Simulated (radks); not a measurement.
The numbers below are computed, except where a source is named.
All-electron atom: Ca II in [Ar] 4s1. Level of theory: non-relativistic Kohn-Sham, LDA (Slater exchange, Perdew-Wang correlation), spin-polarised, spherical densities, point nucleus; open shells are filled with parallel spins first (a radial shooting solver on a logarithmic mesh with Libxc functionals). Some entries of the table are withheld. Estimate them.

orbital,occ.,eigenvalue (hartree),<r^2> (bohr^2),<r> (bohr)
1s up,1,-144.1936,0.008073,0.07754
1s down,1,-144.1923,0.008073,0.07754
2s up,1,-15.30420,0.1603,0.3680
2s down,1,-15.30281,0.1603,0.3680
2p up,3,(1),0.1341,0.3292
2p down,3,(2),0.1341,0.3292
3s up,1,-1.96120,1.565,(3)
3s down,1,-1.95765,1.560,(4)
3p up,3,(5),1.912,1.272
3p down,3,(6),1.893,1.267
4s up,1,-0.34759,14.27,3.551
4s down,0,-0.31350,14.76,3.601

Answer. 
(1) 2p up eigenvalue (hartree): -12.54271
(2) 2p down eigenvalue (hartree): -12.54140
(3) 3s up <r> (bohr): 1.164
(4) 3s down <r> (bohr): 1.162
(5) 3p up eigenvalue (hartree): -1.28481
(6) 3p down eigenvalue (hartree): -1.28006
